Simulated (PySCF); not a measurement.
Stretching PrH

Set-up: PySCF, spin-free X2C with a Gaussian nucleus, basis sets Pr x2c-SVPall, H x2c-SVPall. Energies in eV from Pr (4f3 6s2) + H in their ground configurations at the same level. State: quintet, about 2.8 electrons in the 4f shell (Mulliken), real f orbitals that mix terms.

All columns are PBE0. A positive dipole means Pr(−)H(+).

| R (Å) | E (eV) | μ (D) | Mulliken charge on Pr (basis-dependent) | HOMO (eV) | LUMO (eV) | Mayer bond order | ⟨S²⟩ |
| --- | --- | --- | --- | --- | --- | --- | --- |
| 1.830 | -1.911 | -2.58 | 0.23 | -3.35 | -1.28 | 0.94 | 6.00 |
| 1.915 | -2.097 | -2.85 | 0.22 | -3.44 | -1.32 | 0.94 | 6.00 |
| 2.000 | -2.207 | -3.12 | 0.23 | -3.53 | -1.36 | 0.94 | 6.00 |
| 2.064 | -2.249 | -3.32 | 0.23 | -3.60 | -1.40 | 0.94 | 6.00 |
| 2.128 | -2.261 | -3.52 | 0.23 | -3.64 | -1.44 | 0.94 | 6.00 |
| 2.192 | -2.250 | -3.72 | 0.24 | -3.66 | -1.48 | 0.94 | 6.00 |
| 2.277 | -2.205 | -3.98 | 0.24 | -3.70 | -1.53 | 0.93 | 6.00 |
| 2.383 | -2.111 | -4.31 | 0.25 | -3.75 | -1.60 | 0.93 | 6.00 |
| 2.511 | -1.960 | -4.69 | 0.26 | -3.81 | -1.69 | 0.93 | 6.00 |
| 2.681 | -1.719 | -5.18 | 0.28 | -3.89 | -1.82 | 0.92 | 6.00 |

A fit through these points gives, at Re = 2.128 Å, μ = -3.52 D and dμ/dR = -3.12 D/Å; the reduced mass is 1.001 u.

Problem. How strong is the fundamental in the double-harmonic approximation, I = 42.26·(dμ/dR)²/μred km/mol?

Solution. I = 42.26·(-3.12)²/1.001 = 411 km/mol at PBE0.

Spin–orbit coupling is left out, which matters for elements this heavy, above all for dissociation energies. The state is the lowest single determinant that the PBE0 search found; with open d or f shells the true ground state can be another one.
